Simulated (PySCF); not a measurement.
AsH5Si, SMILES [AsH2][SiH3]. Heavy atoms are numbered as in [SiH3:1][AsH2:2]. Hydrogens are named by the atom that carries them.

The structure is a stationary point at PBE-D3(BJ)/def2-TZVP.

Level of theory: PySCF with ωB97X/def2-TZVPD.

Mulliken values depend strongly on the basis, most of all with diffuse functions as here. ESP charges are fitted to the potential on shells at 1.4 to 2.0 van der Waals radii. Atomic charges (e), one atom of each kind:

```
atom        meta-Löwdin  Mulliken     ESP fit
----------  -----------  --------  ----------
Si1 (SiH3)         0.35      0.26  (withheld)
As2 (AsH2)        -0.07     -0.25  (withheld)
H on Si1          -0.09     -0.08  (withheld)
H on As2          -0.01      0.12  (withheld)
```

Some entries are withheld; supply them. (The exact figures need the calculation; the answer reports its results.)


- Si1 (SiH3), ESP fit: 0.24
- As2 (AsH2), ESP fit: -0.15
- H on Si1, ESP fit: -0.05
- H on As2, ESP fit: 0.04
